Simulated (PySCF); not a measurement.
C4H6OSi, SMILES O=C1CC=C[SiH2]1.

Geometry optimised at r2SCAN-D4/def2-SVP. The structure was generated by enumeration, and PubChem lists no compound with its InChIKey, so it may never have been made. Other conformers were not sampled.

Method: PBE/def2-TZVP (PySCF).

Symmetry labels are those of the subgroup Cs that the program uses (full group Cs).

Computed valence orbital energies around the gap with their symmetry:
```json
[
 {"orbital": "HOMO−7", "symmetry": "A'", "energy (eV)": "-10.19"},
 {"orbital": "HOMO−6", "symmetry": "A'", "energy (eV)": "-9.92"},
 {"orbital": "HOMO−5", "symmetry": "A'", "energy (eV)": "-9.35"},
 {"orbital": "HOMO−4", "symmetry": "A\"", "energy (eV)": "-9.27"},
 {"orbital": "HOMO−3", "symmetry": "A\"", "energy (eV)": "-8.65"},
 {"orbital": "HOMO−2", "symmetry": "A'", "energy (eV)": "-8.03"},
 {"orbital": "HOMO−1", "symmetry": "A\"", "energy (eV)": "-6.80"},
 {"orbital": "HOMO", "symmetry": "A'", "energy (eV)": "-5.31"},
 {"orbital": "LUMO", "symmetry": "A\"", "energy (eV)": "-2.56"},
 {"orbital": "LUMO+1", "symmetry": "A\"", "energy (eV)": "-1.57"},
 {"orbital": "LUMO+2", "symmetry": "A'", "energy (eV)": "-0.37"},
 {"orbital": "LUMO+3", "symmetry": "A'", "energy (eV)": "0.29"}
]
```
